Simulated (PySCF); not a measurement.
Isomers of C5H9NOSi side by side.

PySCF, CAM-B3LYP/def2-SVPD, density fitting, gas phase; each molecule at its own GFN2-xTB geometry, one conformer. Singlet excitations by full TDDFT with frozen cores and triplets by Tamm–Dancoff TDDFT. 

Torsions of the conformers computed, which needn't be the lowest (atom-mapped SMILES):
- `[SiH3:1][CH2:2][CH2:3][c:4]1[n:5][cH:6][cH:7][o:8]1`: Si1–C2–C3–C4 -57°, C2–C3–C4–N5 -87°
- `[CH3:1][CH2:2][O:3][SiH2:4]/[CH:5]=[CH:6]/[C:7]#[N:8]`: C1–C2–O3–Si4 180°, C2–O3–Si4–C5 180°, O3–Si4–C5–C6 0°
- `[CH:1]#[C:2][SiH2:3][N:4]([CH:5]=[O:6])[CH2:7][CH3:8]`: C2–Si3–N4–C5 68°, Si3–N4–C5–O6 -1°, Si3–N4–C7–C8 -78°
- `[H]/[N:1]=[C:2](\[CH2:3][OH:4])[CH2:5][C:6]#[C:7][SiH3:8]`: N1–C2–C3–O4 11°, N1–C2–C5–C6 -114°, H–O4–C3–C2 63°
- `[N:1]#[C:2][CH2:3]/[CH:4]=[CH:5]\[CH2:6][O:7][SiH3:8]`: C2–C3–C4–C5 -72°, C4–C5–C6–O7 -166°, C5–C6–O7–Si8 -76°
- `[CH2:1]=[CH:2][C@H:3]([CH3:4])[O:5][SiH2:6][C:7]#[N:8]`: C1–C2–C3–C4 -119°, C2–C3–O5–Si6 -50°, C3–O5–Si6–C7 62°
- `[NH2:1][CH2:2][c:3]1[cH:4][o:5][c:6]([SiH3:7])[cH:8]1`: N1–C2–C3–C4 -80°, H–N1–C2–C3 -58°, H–N1–C2–C3 60°
- `[CH2:1]=[C:2]([SiH3:3])/[CH:4]=[N:5]\[C:6]([CH3:7])=[O:8]`: C1–C2–C4–N5 -176°, C4–N5–C6–C7 116°
- `[CH3:1][SiH2:2][c:3]1[cH:4][cH:5][c:6]([NH2:7])[o:8]1`: C1–Si2–C3–C4 128°, H–N7–C6–C5 -163°, H–N7–C6–C5 -31°

The conformers of `O=CNC1=C[SiH2]CC1`, `C[C@@H]1C[C@H](C#N)O[SiH2]1` and `O=CN[C@@H]1C=C[SiH2]C1` aren't listed.

Reference: `[SiH3]CCc1ncco1`, with HOMO energy -8.35 eV, LUMO energy 0.89 eV, lowest singlet excitation 6.29 eV, lowest triplet excitation 4.19 eV and mean polarisability 90.8 au.

Changes against it:

| molecule | Δ electronic energy (kcal/mol) | Δ HOMO energy (eV) | Δ LUMO energy (eV) | Δ lowest singlet excitation (eV) | Δ lowest triplet excitation (eV) | Δ mean polarisability (au) |
| --- | --- | --- | --- | --- | --- | --- |
| O=CNC1=C[SiH2]CC1 | -15.5 | +0.32 | -0.43 | -0.93 | -0.32 | +5.6 |
| C[C@@H]1C[C@H](C#N)O[SiH2]1 | -16.2 | -1.52 | -0.22 | +0.87 | +2.22 | -4.6 |
| N#CC/C=C\CO[SiH3] | +8.6 | -0.88 | -0.29 | +0.70 | +0.07 | -0.4 |
| C=C[C@H](C)O[SiH2]C#N | -7.8 | -1.08 | -0.73 | +0.59 | +0.30 | -1.6 |
| NCc1coc([SiH3])c1 | +8.2 | +0.52 | -0.17 | -0.56 | -0.43 | +5.5 |
| C=C([SiH3])/C=N\C(C)=O | +16.2 | -0.36 | -1.79 | -2.13 | -0.72 | +8.2 |
| C[SiH2]c1ccc(N)o1 | -8.5 | +1.53 | +0.24 | -1.16 | -0.59 | +7.4 |
| O=CN[C@@H]1C=C[SiH2]C1 | -9.6 | -0.43 | -0.30 | -0.51 | +0.17 | +2.8 |

Rows whose labels were lost:

```
row  Δ electronic energy (kcal/mol)  Δ HOMO energy (eV)  Δ LUMO energy (eV)  Δ lowest singlet excitation (eV)  Δ lowest triplet excitation (eV)  Δ mean polarisability (au)
  P                           +38.8               -0.55               -0.27                             -0.92                             +0.41                        +7.1
  Q                            +9.1               -0.63               -0.07                             -0.63                             +0.83                        +1.3
  R                            -5.5               -1.15               -1.58                             -0.17                             -0.58                        +4.5
```

**Question.** Which row belongs to which of `CCO[SiH2]/C=C/C#N`, `C#C[SiH2]N(C=O)CC` and `[H]/N=C(\CO)CC#C[SiH3]`?

**Answer.** P = `[H]/N=C(\CO)CC#C[SiH3]`, Q = `C#C[SiH2]N(C=O)CC` and R = `CCO[SiH2]/C=C/C#N`. P and Q are told apart most clearly by the electronic energy (+38.8 against +9.1 kcal/mol); P and R are told apart most clearly by the electronic energy (+38.8 against -5.5 kcal/mol); Q and R are told apart most clearly by the LUMO energy (-0.07 against -1.58 eV).

**Question.** Which row has the smallest HOMO–LUMO gap and which the largest, and does the HOMO or the LUMO shift more there?

**Answer.** Smallest, counted from the reference: `C=C([SiH3])/C=N\C(C)=O`, -1.43 eV (HOMO -0.36, LUMO -1.79), the larger shift being that of the LUMO. Largest: `C[C@@H]1C[C@H](C#N)O[SiH2]1`, +1.30 eV (HOMO -1.52, LUMO -0.22), the larger shift being that of the HOMO.

**Question.** Fit a straight line for the change of the mean polarisability against that of the lowest singlet excitation over the labelled rows, and test it on P, Q and R.

**Answer.** Over the 8 labelled rows the slope is -4.16 au/eV, the intercept +1.2 au, r = -0.94 and the standard error 1.7 au. P: predicted +5.1, computed +7.1 au; Q: predicted +3.9, computed +1.3 au; R: predicted +1.9, computed +4.5 au. The mean miss is 2.4 au, against 2.5 au for guessing the labelled rows' mean: the line is of no use for them.
